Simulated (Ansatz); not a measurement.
`[F][Ti]([F])([F])[Br]` + `[OH][Cd][OH]` → `[OH][Ti]([F])([F])[F]` + `[OH][Cd][Br]`  (redistribution)

Calculated with Ansatz (gas phase, PBE0-D4/def2-TZVP geometries, no zero-point term in ΔE). CBS: MP2 limit from def2 TZ/QZ plus the TZ coupled-cluster correction, frozen cores. Functionals use def2-TZVPP. def2 core potentials past Kr. For Br, Cd, Ti outer-core shells are correlated without core-valence functions, which leaves a few kJ/mol of doubt a bond. Scalar relativity is left out up to krypton. Each species was taken in one conformer, which may not be the lowest.

Is it downhill or uphill in electronic energy at CCSD(T)/CBS, and by how much? (Estimate.)

The calculation gave: Downhill: ΔE = -29.2 kcal/mol.

What do these levels give: LDA (SPW92), r2SCAN-D4, B97M-V, ωB97M-V, revPBE, r2SCAN, r2SCANh, r2SCAN0, MP2/def2-SVP, CCSD/def2-SVP, HF/CBS(def2), CCSD/CBS(def2)? (An estimate is asked.)

The calculation gave: LDA (SPW92) -26.7, r2SCAN-D4 -27.3, B97M-V -27.1, ωB97M-V -30.9, revPBE -25.8, r2SCAN -27.3, r2SCANh -28.7, r2SCAN0 -30.7, MP2/def2-SVP -34.3, CCSD/def2-SVP -37.2, HF/CBS(def2) -38.1, CCSD/CBS(def2) -31.5 kcal/mol.

What do rigid-rotor, harmonic-oscillator terms from PBE0-D4/def2-TZVP frequencies (298.15 K, 1 bar) make of the CCSD(T)/CBS value? (Estimate.)

Ansatz gave: ΔZPE = -0.5 kcal/mol, ΔH = -29.5 kcal/mol, ΔS = 22 J/(mol·K), ΔG = -31.1 kcal/mol.

Largest T1 diagnostic among the species: 0.023, so the coupled-cluster value is less sure than usual.

From BLYP to BHLYP (50 % exact exchange), in def2-TZVPP and without D4, ΔE moves by −7.4 kcal/mol. In def2-TZVPP, CCSD(T) changes the Hartree–Fock value by +10.5 kcal/mol (the triples alone add +2.4 kcal/mol) and MP2 by +11.8 kcal/mol.
